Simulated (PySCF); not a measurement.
From one molecule to another.

First species: C7H6FN3.
SMILES: `Cc1cccc2c(F)nnn12`

Second species: C₄H₁₃FSi₃.
Structure used (GFN2-xTB), in Å, numbered top down from 1:
```
atom  x, y, z in Å
F1     3.5022   -0.8963   -0.7168
C2     2.6605   -0.4680    0.2844
C3     1.8091    0.7555   -0.0569
C4     0.5721    0.0091    0.4825
Si5   -1.0280    0.0646   -0.5656
Si6   -1.7086    2.2847   -0.6773
Si7   -2.4833   -1.5279    0.3008
C8     1.3901   -1.2983    0.4708
H9     3.2788   -0.3634    1.1808
H10    2.0814    1.6888    0.4312
H11    1.7710    0.9122   -1.1336
H12    0.3707    0.3145    1.5118
H13   -0.5742   -0.3717   -1.9071
H14   -2.9281    2.4210   -1.4763
H15   -0.7171    3.1902   -1.2647
H16   -2.0142    2.8264    0.6506
H17   -2.8405   -1.2357    1.6924
H18   -3.7364   -1.5595   -0.4561
H19   -1.9555   -2.8950    0.2978
H20    1.3450   -1.9245    1.3594
H21    1.1960   -1.9097   -0.4087
```

Levels: PBE0/pcSseg-1 for dipole moment, HOMO energy, LUMO energy and HOMO–LUMO gap; GFN2-xTB for rotational constant A and rotational constant C. Geometries: GFN2-xTB. Each species is one conformer at its optimised geometry, gas phase, non-relativistic unless stated. Electronic properties by PySCF.

Dipoles, sizes and rotational constants follow the conformer. The torsions of the flexible species, by atom-mapped SMILES:
- `[F:1][C@H:2]1[CH2:3][C@@H:4]([SiH:5]([SiH3:6])[SiH3:7])[CH2:8]1`: C3–C4–Si5–Si6 -63°

Task: Which of the two has the higher rotational constant C, and by how much?

Result: The first: 0.708 GHz against 0.481 GHz, a difference of 0.227 GHz.

Task: Which of the two has the higher LUMO energy, and by how much?

Result: The second: -0.56 eV against -1.45 eV, a difference of 0.89 eV.

Task: Which has the higher HOMO–LUMO gap?

Result: The second: 7.32 eV against 5.03 eV, a difference of 2.29 eV.

Task: Which has the higher HOMO energy?

Result: The first: -6.48 eV against -7.88 eV, a difference of 1.40 eV.

Task: Which of the two has the higher dipole moment, and by how much?

Result: The first: 5.27 D against 1.53 D, a difference of 3.74 D.

Task: Which of the two has the higher rotational constant A, and by how much?

Result: The first: 2.077 GHz against 1.476 GHz, a difference of 0.601 GHz.

On the first: A dipole of 5.27 D is allowed in Cs, and pure rotational transitions are dipole-allowed. The dipole matches unit charges of opposite sign 1.10 Å apart (1 e·Å = 4.8032 D).

On the second: In atomic units the dipole is 0.60 e·bohr (1 au = 2.5417 D).
